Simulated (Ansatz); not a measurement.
Gas-phase reaction in SMILES: [F][Ag] → [F][Ag] as doublet, charge -1 (an electron is taken up)

Wanted: adiabatic electron affinity (0 K, with zero-point energies), in eV. Positive where the reaction releases energy. Terms: def2 sets with scalar-relativistic core potentials past Kr; 6-31G* and kin with 6d, 5d where marked; spin-orbit terms left out; LANL2DZ with its own core potentials from Na on; valence correlation only (noble-gas shells and the d and f shells of earlier blocks); STO-3G and 3-21G all-electron and non-relativistic; UHF or UKS for open shells. Ab initio and DFT rows: single points at B3LYP-D3(BJ) geometries (Ansatz, a first-principles code), with unscaled harmonic terms from B3LYP/6-31G* (LANL2DZ past Ar) at its own minima. The spin state of an ion or metal species was assumed, not searched.

| level | program | adiabatic electron affinity (0 K, with zero-point energies) (eV) |
|---|---|---|
| HF/6-31G* with LANL2DZ past Ar | Ansatz | 0.61 |
| SVWN5/6-31G* with LANL2DZ past Ar | Ansatz | 1.38 |
| PBE/STO-3G | Ansatz | -3.09 |
| PBE/3-21G | Ansatz | 0.60 |
| PBE/6-31G* with LANL2DZ past Ar | Ansatz | 1.21 |
| BLYP/6-31G* with LANL2DZ past Ar | Ansatz | 1.18 |
| B3LYP/LANL2DZ | Ansatz | 1.48 |
| B3LYP/6-31G* with LANL2DZ past Ar | Ansatz | 1.28 |
| MP2/STO-3G | Ansatz | -2.63 |
| wB97M-V/def2-TZVPD | Ansatz | 1.29 |

No value to compare with is used here. The 9 habitual levels span -3.09 (PBE/STO-3G) to 1.48 eV (B3LYP/LANL2DZ); wB97M-V/def2-TZVPD gives 1.29.

The levels are drawn from those run, B3LYP/6-31G* more often than the rest, none by its result; runs whose electronic state is in doubt are left out.
